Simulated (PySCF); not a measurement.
## Calculated data, AlBGeH3N, B3GeH6, BClGeH4N, CH7B2Ge and others

Calculation on a computer-drawn molecule: the log of a Hartree-Fock and frozen-core CCSD(T) single point meant for a local Hartree-Fock minimum, with one planted fault or none, to be diagnosed. Offsets are logged minus clean, where the clean run is the same molecule without the fault. The reference is restricted for singlets and unrestricted otherwise, and also for a bond in bohr or an excited solution. Adding or removing an electron swaps singlet and doublet. The excited solution moves the top pair (singlet) or top alpha electron (doublet) to the lowest empty orbital. Highest occupied and lowest empty are orbital energies over both spins, largest force is the largest gradient component, triples share is (T) over the correlation energy, the T1 limit is 0.02 restricted and 0.045 unrestricted, electrons count all cores, a negative frequency is imaginary (commonest isotopes), and the dipole is about the centre of nuclear charge; on germanium a core potential holds 10 electrons, which the energies leave out, and 3d is frozen in MP2 and coupled-cluster steps. Program: PySCF 2.14.0.

Common to all runs: meant multiplicity 1; meant basis and core potential on germanium cc-pVDZ-PP ECP10MDF; logged SCF converged yes; logged CC converged yes; logged SCF stable within its kind yes; possible faults no fault, one electron removed, one electron added, multiplicity raised by two, geometry at a saddle point, SCF held on an excited solution, minimal basis STO-3G, one bond length entered in bohr, all coordinates scaled.

(1) 
```xyz
7
formula=AlBGeH3N meant_charge=0 meant_basis=cc-pV(D+d)Z logged_electrons=60 logged_basis_functions=89 logged_spin_squared=0 logged_highest_occupied=-7.1507 logged_lowest_empty=-0.21615 logged_largest_force=5.834e-06 logged_lowest_frequency=68.1 logged_T1_diagnostic=0.03489 logged_D1_diagnostic=0.13177 logged_triples_share=0.041904 logged_dipole_magnitude=6.0051 logged_energy_HF=-616.09362 logged_energy_CCSD(T)=-616.53633 planted_fault=no_fault HF_energy_offset_from_clean_run=0 CCSD(T)_energy_offset_from_clean_run=0
B     -1.5851     1.8776    -1.0081
Al    -0.0482     2.4205     0.3782
N      1.1269     2.8333     1.4415
Ge     2.3170     3.1174     2.7561
H     -1.4049     1.0076    -1.8087
H     -2.6409     2.4394    -0.9991
H      3.1931     4.2746     2.0541
```

Units: logged_highest_occupied, logged_lowest_empty in eV; logged_largest_force in hartree/bohr; logged_lowest_frequency in cm⁻¹; logged_dipole_magnitude in debye; logged_energy_HF, logged_energy_CCSD(T) in hartree; HF_energy_offset_from_clean_run, CCSD(T)_energy_offset_from_clean_run in kcal/mol.

Drawn bonds:
```tsv
atom	other atom	order
1	2	1
2	3	2
3	4	1
1	5	1
1	6	1
4	7	1
```

Notes: T1 above single-reference limit.

(2) 
```xyz
10
formula=B3GeH6 meant_charge=1 meant_basis=cc-pVDZ logged_electrons=52 logged_basis_functions=95 logged_spin_squared=0 logged_highest_occupied=-15.382 logged_lowest_empty=-4.7898 logged_largest_force=0.038145 logged_T1_diagnostic=0.015402 logged_D1_diagnostic=0.035018 logged_triples_share=0.028675 logged_dipole_magnitude=0.0013815 logged_energy_HF=-370.5491 logged_energy_CCSD(T)=-370.93378 planted_fault=all_coordinates_scaled,by_+8.2_% HF_energy_offset_from_clean_run=25.2 CCSD(T)_energy_offset_from_clean_run=20.07
B      2.4297    -0.5584    -1.3920
Ge     1.0684    -0.4506     0.3977
B     -1.1567    -0.6683     0.1346
B      1.9311    -0.1268     2.4516
H      2.7020     0.5373    -2.0107
H      2.8879    -1.7121    -1.7334
H     -1.8475     0.3978    -0.0745
H     -1.6598    -1.8515     0.2028
H      2.0698     1.0847     2.8645
H      2.2552    -1.1647     3.1409
```

Units: logged_highest_occupied, logged_lowest_empty in eV; logged_largest_force in hartree/bohr; logged_dipole_magnitude in debye; logged_energy_HF, logged_energy_CCSD(T) in hartree; HF_energy_offset_from_clean_run, CCSD(T)_energy_offset_from_clean_run in kcal/mol.

Drawn bonds:
```tsv
atom	other atom	order
1	2	1
2	3	1
2	4	1
1	5	1
1	6	1
3	7	1
3	8	1
4	9	1
4	10	1
```

(3) 
```xyz
8
formula=BClGeH4N meant_charge=1 meant_basis=cc-pV(D+d)Z logged_electrons=64 logged_basis_functions=94 logged_spin_squared=0.7252 logged_highest_occupied=-13.178 logged_lowest_empty=-6.7503 logged_largest_force=0.013753 logged_T1_diagnostic=0.057714 logged_D1_diagnostic=0.34396 logged_triples_share=0.030237 logged_dipole_magnitude=4.9872 logged_energy_HF=-834.01776 logged_energy_CCSD(T)=-834.52933 planted_fault=one_bond_length_entered_in_bohr,row_1_of_the_drawn_bonds HF_energy_offset_from_clean_run=65.73 CCSD(T)_energy_offset_from_clean_run=70.41
B     -1.5760     0.7943    -0.9801
Ge     0.2103    -1.1486     1.9875
N      1.5696    -2.2208     1.9025
Cl    -0.4838    -0.9321     3.9408
H     -1.1592     1.8764    -1.2268
H     -2.4786     0.2348    -1.5071
H      2.0429    -2.4508     1.0461
H      1.9574    -2.6723     2.7141
```

Units: logged_highest_occupied, logged_lowest_empty in eV; logged_largest_force in hartree/bohr; logged_dipole_magnitude in debye; logged_energy_HF, logged_energy_CCSD(T) in hartree; HF_energy_offset_from_clean_run, CCSD(T)_energy_offset_from_clean_run in kcal/mol.

Drawn bonds:
```tsv
atom	other atom	order
1	2	1
2	3	1
2	4	1
1	5	1
1	6	1
3	7	1
3	8	1
```

Notes: T1 above single-reference limit.

(4) 
```xyz
8
formula=BClGeH4N meant_charge=1 meant_basis=cc-pV(D+d)Z logged_electrons=64 logged_basis_functions=94 logged_spin_squared=0 logged_highest_occupied=-17.25 logged_lowest_empty=-4.5017 logged_largest_force=1.705e-05 logged_lowest_frequency=96.198 logged_T1_diagnostic=0.015473 logged_D1_diagnostic=0.060248 logged_triples_share=0.027841 logged_dipole_magnitude=4.3052 logged_energy_HF=-834.1225 logged_energy_CCSD(T)=-834.64153 planted_fault=no_fault HF_energy_offset_from_clean_run=0 CCSD(T)_energy_offset_from_clean_run=0
B     -1.5760     0.7943    -0.9801
Ge    -0.6307    -0.2338     0.5903
N      0.7285    -1.3060     0.5053
Cl    -1.3248    -0.0174     2.5436
H     -1.1592     1.8764    -1.2268
H     -2.4786     0.2348    -1.5071
H      1.2019    -1.5361    -0.3512
H      1.1163    -1.7576     1.3169
```

Units: logged_highest_occupied, logged_lowest_empty in eV; logged_largest_force in hartree/bohr; logged_lowest_frequency in cm⁻¹; logged_dipole_magnitude in debye; logged_energy_HF, logged_energy_CCSD(T) in hartree; HF_energy_offset_from_clean_run, CCSD(T)_energy_offset_from_clean_run in kcal/mol.

Drawn bonds:
```tsv
atom	other atom	order
1	2	1
2	3	1
2	4	1
1	5	1
1	6	1
3	7	1
3	8	1
```

(5) 
```xyz
8
formula=BClGeH4N meant_charge=1 meant_basis=cc-pV(D+d)Z logged_electrons=64 logged_basis_functions=94 logged_spin_squared=0 logged_highest_occupied=-17.196 logged_lowest_empty=-5.4528 logged_largest_force=7.658e-06 logged_lowest_frequency=-86.397 logged_T1_diagnostic=0.017082 logged_D1_diagnostic=0.070481 logged_triples_share=0.028337 logged_dipole_magnitude=4.36 logged_energy_HF=-834.12125 logged_energy_CCSD(T)=-834.64153 planted_fault=geometry_at_a_saddle_point HF_energy_offset_from_clean_run=0.7839 CCSD(T)_energy_offset_from_clean_run=0.0002612
B     -1.7865    -0.4560     0.0000
Ge     0.0926     0.5272     0.0000
N      1.6374    -0.2587     0.0000
Cl     0.2906     2.6002     0.0000
H     -2.7395     0.2462     0.0000
H     -1.7489    -1.6407     0.0000
H      2.5112     0.2406     0.0000
H      1.7431    -1.2588     0.0000
```

Units: logged_highest_occupied, logged_lowest_empty in eV; logged_largest_force in hartree/bohr; logged_lowest_frequency in cm⁻¹; logged_dipole_magnitude in debye; logged_energy_HF, logged_energy_CCSD(T) in hartree; HF_energy_offset_from_clean_run, CCSD(T)_energy_offset_from_clean_run in kcal/mol.

Drawn bonds:
```tsv
atom	other atom	order
1	2	1
2	3	1
2	4	1
1	5	1
1	6	1
3	7	1
3	8	1
```

(6) 
```xyz
11
formula=CH7B2Ge meant_charge=1 meant_basis=cc-pVDZ logged_electrons=54 logged_basis_functions=100 logged_spin_squared=2.0343 logged_highest_occupied=-12.689 logged_lowest_empty=-7.6403 logged_largest_force=0.056677 logged_T1_diagnostic=0.018728 logged_D1_diagnostic=0.079926 logged_triples_share=0.02971 logged_dipole_magnitude=1.7699 logged_energy_HF=-384.28019 logged_energy_CCSD(T)=-384.72236 planted_fault=multiplicity_raised_by_two HF_energy_offset_from_clean_run=69.66 CCSD(T)_energy_offset_from_clean_run=72.31
B      0.5357    -2.6135     2.2604
Ge     0.5916    -0.9538     1.0065
B     -0.9307     0.4016     0.4786
C     -1.8174     0.2299    -0.7881
H      0.2870    -3.6716     1.7764
H      0.7557    -2.4460     3.4175
H      1.9725    -0.6819     0.4100
H     -1.0059     1.3255     1.2309
H     -1.5060     1.0231    -1.4843
H     -1.7615    -0.7227    -1.3126
H     -2.8608     0.4521    -0.5439
```

Units: logged_highest_occupied, logged_lowest_empty in eV; logged_largest_force in hartree/bohr; logged_dipole_magnitude in debye; logged_energy_HF, logged_energy_CCSD(T) in hartree; HF_energy_offset_from_clean_run, CCSD(T)_energy_offset_from_clean_run in kcal/mol.

Drawn bonds:
```tsv
atom	other atom	order
1	2	1
2	3	1
3	4	1
1	5	1
1	6	1
2	7	1
3	8	1
4	9	1
4	10	1
4	11	1
```

(7) 
```xyz
9
formula=B2GeH5O meant_charge=1 meant_basis=cc-pVDZ logged_electrons=54 logged_basis_functions=90 logged_spin_squared=0 logged_highest_occupied=-15.868 logged_lowest_empty=-5.3728 logged_largest_force=3.138e-05 logged_lowest_frequency=64.217 logged_T1_diagnostic=0.016935 logged_D1_diagnostic=0.053934 logged_triples_share=0.025959 logged_dipole_magnitude=2.2353 logged_energy_HF=-420.2657 logged_energy_CCSD(T)=-420.74204 planted_fault=no_fault HF_energy_offset_from_clean_run=0 CCSD(T)_energy_offset_from_clean_run=0
B      1.2107    -2.6927     1.9881
Ge     0.7459    -1.2712     0.5423
B      1.5044     0.7145     0.2799
O      2.4988     1.0764    -0.4987
H      2.0023    -3.5364     1.7098
H      0.6687    -2.6104     3.0441
H     -0.4253    -1.6664    -0.3569
H      0.9027     1.5023     0.9426
H      2.9752     0.4557    -1.0307
```

Units: logged_highest_occupied, logged_lowest_empty in eV; logged_largest_force in hartree/bohr; logged_lowest_frequency in cm⁻¹; logged_dipole_magnitude in debye; logged_energy_HF, logged_energy_CCSD(T) in hartree; HF_energy_offset_from_clean_run, CCSD(T)_energy_offset_from_clean_run in kcal/mol.

Drawn bonds:
```tsv
atom	other atom	order
1	2	1
2	3	1
3	4	1
1	5	1
1	6	1
2	7	1
3	8	1
4	9	1
```

(8) 
```xyz
8
formula=AlBGeH4N meant_charge=1 meant_basis=cc-pV(D+d)Z logged_electrons=60 logged_basis_functions=94 logged_spin_squared=2.0186 logged_highest_occupied=-10.21 logged_lowest_empty=-5.6677 logged_largest_force=0.10606 logged_T1_diagnostic=0.046318 logged_D1_diagnostic=0.22935 logged_triples_share=0.031233 logged_dipole_magnitude=8.2631 logged_energy_HF=-616.37751 logged_energy_CCSD(T)=-616.77579
B      3.3514     0.6325    -2.6688
Ge     3.3356    -1.0880    -1.4954
N      2.8675    -1.0563     0.1440
Al     2.4376    -1.1617     1.7362
H      4.3453     1.2859    -2.7065
H      2.3632     0.9235    -3.2646
H      3.7449    -2.4411    -2.0680
H      2.0312    -1.2277     3.2204
```

Units: logged_highest_occupied, logged_lowest_empty in eV; logged_largest_force in hartree/bohr; logged_dipole_magnitude in debye; logged_energy_HF, logged_energy_CCSD(T) in hartree.

Drawn bonds:
```tsv
atom	other atom	order
1	2	1
2	3	1
3	4	2
1	5	1
1	6	1
2	7	1
4	8	1
```

Notes: T1 above single-reference limit.

**Q.** Which fault was planted in the run of AlBGeH4N (entry 8)?
**A.** multiplicity raised by two

Further results for AlBGeH4N (entry 8):

```
HF energy offset from clean run      : 65.85 kcal/mol
CCSD(T) energy offset from clean run : 82.03 kcal/mol
```
